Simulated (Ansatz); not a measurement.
Consider the ligand exchange at a Ge–S bond: `NB[S][GeH3]` + `N[SiH2]S` → `N[SiH2][S][GeH3]` + `NBS`.

Computed with Ansatz on PBE0-D4/def2-TZVP structures; ΔE is electronic, products minus reactants. CBS: MP2 limit from def2 TZ/QZ plus the TZ coupled-cluster correction, frozen cores. DFT in def2-TZVPP. HSE06 is defined as in plane-wave codes. For Ge outer-core shells are correlated without core-valence functions, which leaves a few kJ/mol of doubt a bond. Scalar relativity is left out up to krypton. One conformer a species, not always the lowest.

```
           species  HSE06 energy (Eh)
     `NB[S][GeH3]`        -2558.02213
        `N[SiH2]S`         -745.20270
`N[SiH2][S][GeH3]`        -2823.16347
             `NBS`         -480.06398
```

Q: Work out ΔE.

A: ΔE = (-2823.16347) + (-480.06398) − (-2558.02213) − (-745.20270) = -0.00262 Eh = -1.6 kcal/mol. CCSD(T)/CBS gives -1.9 kcal/mol.

Largest T1 diagnostic among the species: 0.012.

Leaving LDA and LC-ωPBE aside and taking each functional with its dispersion term where it has one, the values, not all of them listed here, spread over 0.4 kcal/mol, from revPBE-D4 to B2PLYP.
